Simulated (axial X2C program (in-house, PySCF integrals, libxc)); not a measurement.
# Testing model relations on BePt

A bond curve at the PBE0 level, 2c, was computed with an in-house all-electron X2C program for linear molecules (integrals from PySCF) (basis Pt dyall-cv3z [13s14p9d6f4g], Be dyall-cv3z [8s8p3d1f] (cores contracted in-house)) for the state Ω = 0 (closed shell). Its fit gives Re = 1.8708 Å, ωe = 798.5 cm⁻¹, ωexe = 4.33 cm⁻¹ and αe = 4.331e-03 cm⁻¹; the masses are 194.9648 and 9.0122 u. Two-component means X2C with spin–orbit coupling and atomic mean-field Coulomb and Gaunt terms.

Question: Find the reduced mass, Be and the force constant.

Answer: From the PBE0 values: μ = 8.6140 u. Be = 16.8576/(μ Re²) = 0.5592 cm⁻¹. k = 5.8918×10⁻⁷ μ ωe² = 3.24 mdyn/Å.

Question: Where do the fundamental and the first overtone lie?

Answer: ν(1←0) = ωe − 2ωexe = 789.8 cm⁻¹; ν(2←0) = 2ωe − 6ωexe = 1571.0 cm⁻¹.

Question: Estimate the centrifugal constant by the Kratzer relation.

Answer: D = 4Be³/ωe² = 1.10e-06 cm⁻¹.

Question: The dipole moment p changes by 0.56 D/Å at Re. What harmonic infrared intensity follows?

Answer: I = 42.256 × (dp/dR)²/μ = 1.5 km/mol.

Question: Estimate De from a Morse curve and compare with the computed well depth of 3.044 eV to Pt + Be.

Answer: De(Morse) = ωe²/(4ωexe) = 4.564 eV against 3.044 eV computed, a ratio of 1.50. The extrapolation overshoots: the well softens faster than a Morse curve, or the lowest atomic limit lies below the one to which the curve heads.

Occupations by symmetry block were frozen at the best pattern of an incomplete PBE0 search. Dissociation energies refer to the lowest single-determinant-based atoms at the same level and basis. Without a current term, density functionals place determinants with orbital angular momentum somewhat too high.
